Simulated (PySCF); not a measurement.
C₇H₇NO.
SMILES with atom numbers: `[CH:1]1=[CH:2][n:3]2[cH:4][cH:5][cH:6][c:7]2[CH2:8][O:9]1`

Probes without a nucleus sit at each ring's centroid and 1 Å off its mean plane on both sides; NICS is minus the shielding there, NICSzz its component along the normal. Level: GIAO PBE0/pcSseg-1 (PySCF, non-relativistic, gas phase) on the GFN2-xTB geometry, one conformer.

Rings: 1. C1–C2–N3–C7–C8–O9; 2. N3–C4–C5–C6–C7.

| set | NICS(0) | NICS(1), two faces | NICS(1)zz, two faces |
| --- | --- | --- | --- |
| P | -11.9 | -9.7 / -9.8 | -25.1 / -25.3 |
| Q | 1.7 | 0.7 / 0.7 | 6.1 / 6.1 |

Question: Which set (ppm) belongs to which ring?

Answer: P = 2, Q = 1.
- 1 (6-membered ring with N and O; formal bonds 1 aromatic, 1 double, 4 single): mean NICS(1)zz 6.1 ppm, deshielded. C8 has four or more neighbours; no verdict on aromaticity is drawn.
- 2 (5-membered ring with N; formal bonds all aromatic): mean NICS(1)zz -25.2 ppm, shielded, aromatic by this magnetic criterion (flat ring, no four-coordinate atom), though in fused rings the probe also feels the neighbouring ring.

Question: How do the rings differ in shape?

Answer: 
```json
{"ring": "1", "bond lengths (Å)": "1.333, 1.391, 1.363, 1.497, 1.429, 1.353", "rms pucker (Å)": "0.01", "HOMA": "–", "nearest outside atom to a NICS(1) probe (Å)": "hydrogen 2.06"}
{"ring": "2", "bond lengths (Å)": "1.360, 1.368, 1.413, 1.370, 1.363", "rms pucker (Å)": "0.00", "HOMA": "0.90", "nearest outside atom to a NICS(1) probe (Å)": "hydrogen 2.45"}
```

HOMA = 1 − mean of α(R − Ropt)² over the ring bonds, with Krygowski's 1993 parameters (CC: Ropt 1.388 Å, α 257.7 Å⁻²; CN: Ropt 1.334 Å, α 93.52 Å⁻²). A dash marks a ring with a four-coordinate atom, a triple bond, no multiple bond or a kind of bond without parameters.
